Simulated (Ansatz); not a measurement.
Ansatz (a quantum-chemistry and plane-wave program) input (PBE/3-21G): The .json file is the Basis Set Exchange's 3-21G.

Ansatz 0.2 input:
```yaml
crystal:
  periodic: [false, false, false]
  atoms:
    - {symbol: Si, position_ang: [-0.00000000, -0.00000000, -1.14275119]}
    - {symbol: Cl, position_ang: [0.00000000, 0.00000000, 0.94108922]}
basis:
  gaussian:
    orbitals: 3-21G.json
hamiltonian:
  xc: {name: PBE}
magnetization: {spin_polarized: true, initial_magnetization: 1}
output: {forces: true}
```

Output:

```
WARN ansatz: RAYON_NUM_THREADS=1 ignored (pool sized by the plan → 1); use --threads N
Functional definition: PBE
integrals: 0.00 GiB planned
286 factors; integrals over basis functions are off by at most 1.2e-4 eV
mean field: 0.07 GiB planned
mean field evaluation 1: about -20287.4433 eV, gradient 7.5e0 eV
mean field evaluation 2: about -20285.6228 eV, gradient 1.9e1 eV
mean field evaluation 4: about -20287.8175 eV, gradient 4.1e-1 eV
mean field evaluation 8: about -20287.8201 eV, gradient 3.7e-4 eV
mean field evaluation 16: about -20287.8201 eV, gradient 1.2e-4 eV
mean field -20287.82012169 eV, -745.5636378938 hartree, gradient 4.2e-5 eV, S^2 0.751194; 1 other end points of the search recorded, 0 dependent functions left out
the calculation of the forces begins
reference -20287.82014553 eV, -745.5636387699 hartree; 16, 15 occupied and 10, 11 virtual orbitals, 286 factors
Total energy: -20287.82014553 eV, -745.5636387699 hartree
Atom 0 at    -0.000000    -0.000000    -1.142751 Å, force    -0.000000     0.000000    -2.236446 eV/Å
Atom 1 at     0.000000     0.000000     0.941089 Å, force     0.000000    -0.000000     2.236446 eV/Å
Dipole moment:     0.000000    -0.000000    -0.267813 e Å
```
